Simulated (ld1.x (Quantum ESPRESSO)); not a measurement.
**B, TM: configuration errors across variants**

```
Element                 : B
Generator               : ld1.x (Quantum ESPRESSO) 7.5
Type                    : norm-conserving Troullier–Martins (Kleinman–Bylander form)
Functional              : PBEsol
Relativity              : scalar-relativistic
Frozen core             : [He]
Valence charge          : 3
Reference configuration : 2s2 2p1
Partial waves           : 2s (bound): rc 1.50 bohr; 2p (bound): rc 2.75 bohr
Local potential         : the p channel
Core correction         : a·sin(br)/r model core inside 1.50 bohr
```

All-electron excitation energies from the reference (eV): (1) 2s2 2p0 8.139; (2) 2s1 2p0 33.401; (3) 2s2 2p0.5 2.855; (4) 2s1 2p2 5.819; (5) 2s0 2p3 11.657; (6) 2s1 2p1 14.264; (7) 2s2 2p1.3 -0.724.

2 further variants failed, have other tests or another functional or relativity, and are left out.

Errors AE − PS in meV (a dash: test not solved or not reliable):

```csv
change,(1),(2),(3),(4),(5),(6),(7),bound ghosts
base,+50,+181,+5.3,-7.3,-29,-42,-0.1,none
"type ultrasoft; waves now 2s (bound): rcut 1.30, rcutus 1.50 bohr; 2s channel at 2.7 Ry: rcut 1.30, rcutus 1.50 bohr; 2p (bound): rcut 2.40, rcutus 2.75 bohr; 2p channel at 4.3 Ry: rcut 2.40, rcutus 2.75 bohr; local potential all-electron potential smoothed inside 2.25 bohr (lloc = -2); augmentation PSQ, inside the norm-conserving radii",-57,-146,-10,+21,+94,+21,-1.3,none
wave 2s (bound): rc 1.50 bohr becomes 2s (bound): rc 2.12 bohr,+57,+167,+6.4,-10,-21,-53,0.0,none
core correction a·sin(br)/r model core inside 0.62 bohr,+49,+173,+5.1,-12,-50,-44,-0.1,none
wave 2p (bound): rc 2.75 bohr becomes 2p (bound): rc 2.26 bohr,+28,+110,+3.0,+0.7,+0.8,-18,+0.1,none
"all radii but the core radius scaled by about 0.73 (s 1.10, p 2.02 bohr)",+23,+96,+2.5,+3.3,+10,-10,+0.1,none
```

(1) Give the same row for: type ultrasoft; waves now 2s (bound): rcut 1.30, rcutus 1.50 bohr; 2s channel at 0.85 Ry: rcut 1.30, rcutus 1.50 bohr; 2p (bound): rcut 2.40, rcutus 2.75 bohr; 2p channel at 1.9 Ry: rcut 2.40, rcutus 2.75 bohr; local potential all-electron potential smoothed inside 2.70 bohr (lloc = -1); augmentation PSQ, radius 1.25 bohr.

Results:

(1) +11, +60, +0.6, +0.3, +1.3, -5.1, -0.3; bound ghosts: none.
